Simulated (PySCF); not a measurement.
Simulated absorption spectrum

C6H14BP.
Structure used (PBE0-D3(BJ)/def2-SVP), in Å, numbered top down from 1:
```
atom  x, y, z in Å
C1    -2.485   -0.597    0.632
B2    -1.427    0.184   -0.234
C3    -1.613    1.725   -0.501
P4    -0.061   -0.788   -1.105
C5     0.596   -2.072    0.098
C6     1.675   -1.083    0.564
C7     1.641   -0.102   -0.624
C8     1.876    1.362   -0.338
H9    -2.184   -0.458    1.689
H10   -3.505   -0.188    0.548
H11   -2.517   -1.683    0.460
H12   -0.828    2.212   -1.096
H13   -2.579    1.887   -1.012
H14   -1.700    2.258    0.463
H15   -0.093   -2.446    0.869
H16    1.008   -2.934   -0.448
H17    2.666   -1.520    0.782
H18    1.332   -0.557    1.472
H19    2.338   -0.441   -1.410
H20    2.911    1.526    0.005
H21    1.725    1.983   -1.235
H22    1.198    1.733    0.446
```

The calculation used TDDFT CAM-B3LYP/def2-SVPD, vertical, gas phase, core orbitals frozen in the response in PySCF 2.14.0, density-fitted response routines.

Computed states:

| state | E (eV) | f |
| --- | --- | --- |
| S1 | 4.53 | 0.098 |
| S2 | 5.38 | 0.027 |
| S3 | 5.76 | 0.042 |
| S4 | 6.01 | 0.050 |
| S5 | 6.30 | 0.0069 |
| S6 | 6.65 | 0.027 |
| S7 | 6.74 | 0.050 |
| S8 | 7.07 | 0.0066 |
| S9 | 7.09 | 0.0026 |
| S10 | 7.20 | 0.044 |

Broadening: Gaussians 0.4 eV wide at half height, area fixed by f = 4.319×10⁻⁹ ∫ε dν̃. The cross-section is σ = 3.8235×10⁻²¹ ε cm², given in Mb (10⁻¹⁸ cm²). The width is an assumption, not a result. The curve ends short of the highest state used, and states not computed would add to its high-energy end.

(1) What does the envelope look like, and where are its maxima?

(2) Coming from long wavelengths, where does ε first pass 100 L mol⁻¹ cm⁻¹?

(3) On this curve, what absorbance would a 10⁻⁵ mol/L sample give at 280 nm over a 1 cm path?

Results:

(1) 
E (eV), σ (Mb) and a bar:
```
     3.93       0.05 
     4.02       0.27 
     4.12       1.33 ##
     4.21       4.18 #####
     4.30       9.94 ############
     4.39      17.84 ######################
     4.48      24.18 ##############################
     4.58      24.39 ##############################
     4.67      18.28 ######################
     4.76      10.35 #############
     4.85       4.48 #####
     4.94       1.67 ##
     5.04       1.25 #
     5.13       2.45 ###
     5.22       4.61 ######
     5.31       6.80 ########
     5.40       8.12 ##########
     5.49       8.79 ###########
     5.59      10.30 #############
     5.68      13.01 ################
     5.77      16.06 ####################
     5.86      18.10 ######################
     5.95      18.26 ######################
     6.05      15.81 ###################
     6.14      11.87 ###############
     6.23       8.00 ##########
     6.32       5.95 #######
     6.41       6.76 ########
     6.51      11.09 ##############
     6.60      16.32 ####################
```

Maxima: 274 nm (4.53 eV), ε about 6600, made up of S1 (100%); 210 nm (5.91 eV), ε about 4800, made up of S3 (40%) and S4 (59%) (ε in L mol⁻¹ cm⁻¹; maxima over ε = 5, shares over 10%). At its high-energy end, 6.60 eV, the curve is still rising (ε about 4300, from S6 and S7).

(2) At about 307 nm (4.04 eV), 0.49 eV below S1.

(3) 280 nm is 4.428 eV, where ε is about 5500 L mol⁻¹ cm⁻¹, so A = ε c l ≈ 0.055 (Beer–Lambert, with the gas-phase spectrum and the assumed width).

The vertical ionisation energy (ΔSCF) is 7.97 eV, 0.78 eV above S10.

On an Arm Neoverse V2 with one thread, no GPU (shared host), this took 3.1 min and 1.4 GiB of memory at its peak.

One conformer stands for the species.

Without π bonds the low states are Rydberg-like; a valence basis with one diffuse set may place them up to an eV too high.
